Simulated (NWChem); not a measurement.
## Ionisation of H6NSi2

```
N
H 1 1.0201
Si 1 1.7528 2 114.93
Si 1 1.7532 2 114.09 3 169.25
H 3 1.4884 1 107.48 2 -172.71
H 3 1.4931 5 110.11 1 -119.83
H 3 1.4951 5 108.81 6 -117.45
H 4 1.4982 1 107.48 2 161.05
H 4 1.5020 8 110.23 1 118.04
```
Charge 0, spin multiplicity 2.

Program: NWChem. The geometry was optimised at UB3LYP/def2-SVP, a minimum by its harmonic frequencies. It is one conformer; others weren't searched.

Basis set: def2-SVPD. The species with one electron less has spin multiplicity 1 and keeps the geometry of the parent. Δ marks differences of total energies (open shells unrestricted). −ε marks an orbital energy of the parent. That orbital need not have the symmetry of the hole or added electron in the Δ rows. That singlet is a closed-shell solution.

B3LYP has NWChem's definition, with VWN1-RPA local correlation. The structure started from a generated list of species. No SCF solution was tested for a lower state. Open-shell Hartree-Fock references start from PBE0 orbitals.

**Question.** One of these methods gave a first vertical ionisation energy of 5.29 eV. Which?
A) −ε(alpha HOMO) of HF
B) −ε(alpha HOMO) of BP86
C) ΔB3LYP
D) −ε(alpha HOMO) of B3LYP

**Answer.** D, −ε(alpha HOMO) of B3LYP. The others give 4.51 (−ε(alpha HOMO) of BP86), 8.49 (−ε(alpha HOMO) of HF), 7.64 (ΔB3LYP).
